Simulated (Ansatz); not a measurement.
C2H9InSi (`[CH3][InH][CH2][SiH3]`). The species carries charge 0 and has multiplicity 1. In: def2 effective core potential. Geometry: relaxed with PBE0-D4/def2-TZVP. It is one conformer, not always the lowest.

```xyz
13

C    -1.293    1.200   -1.767
In   -0.851    1.012    0.331
C    -0.124   -0.896    1.064
Si    1.690   -1.134    0.742
H    -0.386    1.504   -2.295
H    -1.619    0.245   -2.183
H    -2.060    1.954   -1.948
H    -1.023    2.318    1.453
H    -0.324   -0.962    2.136
H    -0.684   -1.688    0.557
H     2.484   -0.047    1.385
H     1.967   -1.073   -0.722
H     2.221   -2.432    1.247
```

Question: What is the dipole moment at PBE/def2-TZVPP? (Best estimate.)

Answer: Ansatz gave: 1.23 D, with components (-1.18, -0.13, -0.33) D in this frame, pointing from negative to positive charge.

Question: And with r2SCAN, B3LYP, ωB97M-V? (Best estimate.)

Answer: Ansatz gave: r2SCAN 1.25 D, B3LYP 1.21 D, ωB97M-V 1.23 D.

Question: Give the Mulliken charges with PBE, ωB97M-V, r2SCAN in def2-TZVPP. (Estimate.)

Answer: The calculation gave: 
| atom | PBE | ωB97M-V | r2SCAN |
| --- | --- | --- | --- |
| C1 | -0.57 | -0.62 | -0.48 |
| In2 | 0.66 | 0.62 | 0.67 |
| C3 | -0.48 | -0.61 | -0.50 |
| Si4 | 0.15 | 0.15 | 0.25 |
| H5 | 0.11 | 0.13 | 0.08 |
| H6 | 0.11 | 0.13 | 0.08 |
| H7 | 0.11 | 0.13 | 0.09 |
| H8 | -0.14 | -0.11 | -0.15 |
| H9 | 0.12 | 0.15 | 0.10 |
| H10 | 0.12 | 0.14 | 0.10 |
| H11 | -0.06 | -0.04 | -0.08 |
| H12 | -0.06 | -0.04 | -0.08 |
| H13 | -0.06 | -0.04 | -0.08 |

B3LYP here is the variant with VWN-RPA as its local correlation; programs differ in this.
